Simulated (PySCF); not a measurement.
## TiO2: core ionisation energies

Compound: TiO2 (singlet state).
Structure used (PBE0-D3(BJ)/def2-SVP), in Å, numbered top down from 1:
```xyz
3
TiO2 angstrom
Ti     0.0032   -0.0058   -0.6144
O      1.3257   -0.0159    0.3142
O     -1.3289    0.0216    0.3002
```

Computed, not measured: PySCF, delta-SCF UKS SCAN, pcX-2 on the ionised atom (unc-x2c-TZVPall on a metal), pcseg-1 elsewhere, spin-free X2C. Vertical ΔSCF values, vacuum level as zero.

**Question.** List the computed XPS lines with their assignment.

**Answer.** 
| atom(s) | environment | level | binding energy (eV) | 2p1/2 (eV) | count |
| --- | --- | --- | --- | --- | --- |
| Ti1 | titanium bonded to 2 O | Ti 2p3/2 | 462.72 | 468.44 | 1 |
| O2/O3 | oxygen bonded to Ti | O 1s | 536.21 | – | 2 |

**Question.** Which photon wavelength matches the O 1s of O2 (atom 2)/O3 threshold?

**Answer.** λ = hc/E = 12398.42 eV Å / 536.21 eV = 23.122 Å.

Atoms equivalent by their bonding share one computed value, that of the first of them. 2p3/2 and 2p1/2 are the ΔSCF energy of one spin-free 2p hole plus the eigenvalues of a spin–orbit and ligand-field matrix of the shell. 2p1/2 minus 2p3/2 (ligand field included): Ti 5.72 eV. Satellites of the metal's 2p lines aren't described. Geometry: PBE0-D3(BJ)/def2-SVP; no solvent, vibrations or thermal averaging. Metal 2p energies of this one-determinant scheme are less reliable than its 1s energies.
